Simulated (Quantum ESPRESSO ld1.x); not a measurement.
Values are calculated unless marked as measured or tabulated.
Problem. Sn+, configuration [Kr] 4d10 5s2 5p1. Code: ld1.x of Quantum ESPRESSO 7.5. Model: Dirac Kohn-Sham, PBE, spin-unpolarised, spherical densities, point nucleus; open shells are shared between the two j in proportion to 2j + 1. Some entries of the table are withheld. Estimate them.

orbital,occ.,eigenvalue (hartree),<1/r> (bohr^-1),r(max) (bohr)
1s1/2,2,-1065.85,53.09,0.019
2s1/2,2,-161.106,12.31,0.106
2p1/2,2,-150.501,(1),0.082
2p3/2,4,-142.025,(2),0.086
3s1/2,2,-31.3283,4.352,0.308
3p1/2,2,(3),4.260,0.294
3p3/2,4,(4),4.053,0.304
3d3/2,4,-17.8650,3.898,(5)
3d5/2,6,-17.5455,3.845,(6)
4s1/2,2,-5.21169,1.706,0.744
4p1/2,2,-3.78031,1.589,0.774
4p3/2,4,-3.50220,1.522,0.799
4d3/2,4,-1.26475,(7),0.880
4d5/2,6,-1.22640,(8),0.894
5s1/2,2,-0.65430,0.5593,1.99
5p1/2,0.333333,-0.39131,0.4503,2.37
5p3/2,0.666667,-0.37037,0.4321,2.45
6s1/2,0,-0.15725,0.2148,5.41
4f5/2,0,-0.03559,0.08688,11.6
4f7/2,0,-0.03559,0.08687,11.6

Solution. 
(1) 2p1/2 <1/r> (bohr^-1): 12.29
(2) 2p3/2 <1/r> (bohr^-1): 11.45
(3) 3p1/2 eigenvalue (hartree): -27.0215
(4) 3p3/2 eigenvalue (hartree): -25.4737
(5) 3d3/2 r(max) (bohr): 0.251
(6) 3d5/2 r(max) (bohr): 0.253
(7) 4d3/2 <1/r> (bohr^-1): 1.229
(8) 4d5/2 <1/r> (bohr^-1): 1.212
